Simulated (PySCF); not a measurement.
A geometry optimisation on `CCCS(=O)(=O)O` (1-propanesulfonic acid).

Method: PBE0-D3(BJ)/def2-SVP geometry optimisation, gas phase (PySCF 2.14.0). Start geometry: GFN2-xTB. The input is one job of a driver script: a line of settings, then coordinates in Å.

Input:
```
{"job": {"xc": "PBE0", "basis": "def2-SVP", "d3": "d3bj", "grid": 2, "kind": "geom"}, "charge": 0, "multiplicity": 1}
C     -1.862019     0.348710    -0.240112
C     -0.940546    -0.847626    -0.037233
C      0.467361    -0.548554    -0.512490
S      1.213113     0.604595     0.652814
O      0.823185     1.950338     0.385093
O      1.094507     0.118031     1.994433
O      2.773519     0.427846     0.235050
H     -1.976369     0.566390    -1.300103
H     -1.447315     1.225766     0.248247
H     -2.845467     0.145206     0.176231
H     -1.335459    -1.714659    -0.573014
H     -0.887918    -1.096344     1.024573
H      0.497056    -0.062650    -1.481607
H      1.108889    -1.422984    -0.497983
H      3.313049     0.313924     1.019292
```

Question: What does the run print?

Answer: 
```
step   0  E = -742.04507220  max force = 0.028324
step   1  E = -742.04950499  max force = 0.013774
step   2  E = -742.04986454  max force = 0.003495
step   3  E = -742.04996554  max force = 0.000965
step   4  E = -742.05002309  max force = 0.000875
step   5  E = -742.05010895  max force = 0.002829
step   6  E = -742.05017280  max force = 0.002470
step   7  E = -742.05019813  max force = 0.001000
step   8  E = -742.05020948  max force = 0.000434
optimisation converged
```

Energies in Eh; «max force» is the largest Cartesian gradient component in Eh/bohr.

Question: How much energy does the optimisation release, in kcal/mol?

Answer: E(step 0) − E(last step) = 0.005137 Eh, which is 3.2 kcal/mol.

Main results: final energy -742.05021 Eh after 8 steps; dipole 3.52 D.

Question: Give the final coordinates.

Answer: 0.149 Å rms from the input after alignment:
```
atom  x, y, z in Å
C1    -1.8428    0.4129   -0.1974
C2    -0.9419   -0.7986   -0.0154
C3     0.5022   -0.6037   -0.4556
S4     1.3693    0.5824    0.5606
O5     0.9361    1.9244    0.2360
O6     1.3959    0.1055    1.9360
O7     2.8800    0.4062   -0.0241
H8    -1.8467    0.7538   -1.2446
H9    -1.5151    1.2609    0.4198
H10   -2.8777    0.1658    0.0803
H11   -1.3321   -1.6496   -0.5976
H12   -0.9400   -1.1237    1.0379
H13    0.5929   -0.2322   -1.4878
H14    1.0842   -1.5312   -0.3576
H15    3.4175    0.0596    0.7050
```

Hardware: AMD EPYC 9R45, one thread, shared host with 96 logical CPUs at a one-minute load of 6.2. Cost: 39 s, 0.77 GiB resident at most.
Labels such as C1 count atoms from 1, the log's own numbers from 0.
